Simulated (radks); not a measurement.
Initial-state core-level shifts of the cobalt ion Co2+ when its valence configuration changes from [Ar] 3d7. Calculated with a radial shooting solver on a logarithmic mesh with Libxc functionals: scalar-relativistic Kohn-Sham, BLYP, spin-polarised, spherical densities, finite nucleus; open shells are filled with parallel spins first; Fermi nuclear charge, rms radius 3.7875 fm. Shifts are changes of the shell-averaged eigenvalues in eV (positive: less bound); the change of the density at the nucleus, which sets a Mossbauer isomer shift, is in e/bohr^3, on a base of 1.737e+04.

valence               1s       2s       3s       3p  density at nucleus
3d5 4p2          -18.059  -19.976  -17.027  -16.584              +5.264
3d6 4s1           -7.185   -8.084   -6.872   -6.671             +14.162
3d4 4s1 4p2      -28.066  -31.378  -25.810  -25.098             +24.832
3d6.5 4p0.5       -4.151   -4.547   -4.039   -3.940              +1.021
3d6 4p1           -8.557   -9.405   -8.243   -8.036              +2.240
3d6.5 4s0.5       -3.451   -3.877   -3.338   -3.241              +6.636
3d5.5 4s1 4p0.5  -11.868  -13.264  -11.253  -10.939             +16.400
3d3 4s2 4p2      -39.503  -44.326  -35.471  -34.495             +47.854
3d3 4s1 4p3      -40.189  -45.059  -36.180  -35.191             +31.640
